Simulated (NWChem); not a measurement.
System: C3H11Si3, doublet; SMILES C1[SiH]C[SiH2]C[SiH2]1

Input file for NWChem:

```
start job
memory heap 200 mb stack 900 mb global 1100 mb
geometry units angstroms noautosym nocenter noautoz
  C     -0.946411    -1.565951    -0.404251
  Si    -1.870066    -0.006515     0.166582
  C     -0.957581     1.559637    -0.403823
  Si     0.852801     1.590929     0.168012
  C      1.732266     0.006404    -0.377835
  Si     0.864145    -1.584502     0.167586
  H     -0.976239    -1.627738    -1.500411
  H     -1.460790    -2.457157    -0.023189
  H     -1.957819    -0.006993     1.662512
  H     -0.987888     1.621574    -1.499959
  H     -1.478304     2.447015    -0.022457
  H      0.892962     1.695328     1.654071
  H      1.555677     2.788514    -0.384306
  H      1.813195     0.006829    -1.474192
  H      2.759922     0.010040     0.009453
  H      0.905077    -1.689038     1.653613
  H      1.575520    -2.776900    -0.385073
end
basis spherical
  * library 6-31g*
end
dft
  odft
  mult 2
  xc xpbe96 cpbe96
  iterations 150
end
cosmo
  do_cosmo_smd true
  solvent octanol
end
task dft energy
```

Geometry: optimised at B3LYP/6-31G* (spherical d), spin-unrestricted. Not confirmed as a minimum by frequencies. No stability test was run on the SCF state. Solvent: 1-octanol.

Level: PBE/6-31G* with SMD (1 M gas to 1 M solution), gas-phase geometry. Reactions with the solvent are ignored.

**Question.** Predict the main results of this run. (PBE/6-31G* (spherical d), spin-unrestricted, SMD on the gas-phase geometry.) Quantities: solvation free energy (kcal/mol); cavity-dispersion-structure term (kcal/mol); dipole in solution (D).

**Answer.** 
| Property | Value |
|---|---|
| solvation free energy (kcal/mol) | -2.9 |
| cavity-dispersion-structure term (kcal/mol) | -0.5 |
| dipole in solution (D) | 1.93 |
